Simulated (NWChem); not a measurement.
System: CH4O4Si; SMILES O=CO[SiH](O)O

Here is an NWChem input.

```
start job
memory heap 200 mb stack 900 mb global 1100 mb
geometry units angstroms noautoz
  O     -0.563175     2.052311    -0.527575
  C      0.581460     1.744471    -0.229866
  O      0.992058     0.552534     0.203132
  Si    -0.036457    -0.837644     0.485477
  O     -1.555389    -0.420415    -0.010115
  O      0.592039    -2.131072    -0.335036
  H      1.435135     2.465459    -0.295117
  H      0.136950    -1.149961     1.925000
  H     -1.563398     0.539910    -0.264800
  H      0.354032    -2.186648    -1.277676
end
basis spherical
  * library 6-31g*
end
dft
  xc xcamb88 1.00 lyp 1.0 hfexch 1.00
  cam 0.33 cam_alpha 0.0 cam_beta 1.0
  iterations 150
  mulliken
end
task dft energy
```

Coordinates come from a PBE-D3(BJ)/def2-SVP optimisation.

### Question
What results follow from this input? (LC-BLYP (range parameter 0.33 per bohr)/6-31G* (spherical d).) Quantities: energy (Ha); highest occupied level (eV); orbital gap (eV); dipole (D).

### Answer
```json
{
  "energy (Ha)": "-630.17",
  "highest occupied level (eV)": "-10.85",
  "orbital gap (eV)": "12.71",
  "dipole (D)": "1.70"
}
```
